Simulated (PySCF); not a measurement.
C4H4F2O2, SMILES O=C1CC(F)(F)OC1.

Geometry: r2SCAN-D4/def2-SVP. The values are those of a single conformer.

All values below come from TDA-PBE/def2-SVPD run with PySCF 2.14.0.

Vertical excitations. Gas-phase values at a fixed geometry.

Task: List the lowest excited states. (The exact figures need the calculation; the answer reports its results.)

Result: 
| state | energy (eV) | λ (nm) | f | main pairs |
|---|---|---|---|---|
| S1 | 4.08 | 304 | 0.000 | HOMO→LUMO 100 % |
| S2 | 5.21 | 238 | 0.006 | HOMO−1→LUMO 98 % |
| S3 | 6.36 | 195 | 0.027 | HOMO→LUMO+1 100 % |
| S4 | 6.53 | 190 | 0.008 | HOMO−2→LUMO 90 % |
| S5 | 6.99 | 177 | 0.004 | HOMO→LUMO+2 94 % |
| S6 | 7.15 | 173 | 0.003 | HOMO−3→LUMO 57 %, HOMO−5→LUMO 23 %, HOMO−4→LUMO 13 % |
| T1 | 3.54 | 351 | 0 | HOMO→LUMO 100 % |
| T2 | 4.94 | 251 | 0 | HOMO−1→LUMO 98 % |
Triplets are in the Tamm–Dancoff approximation.
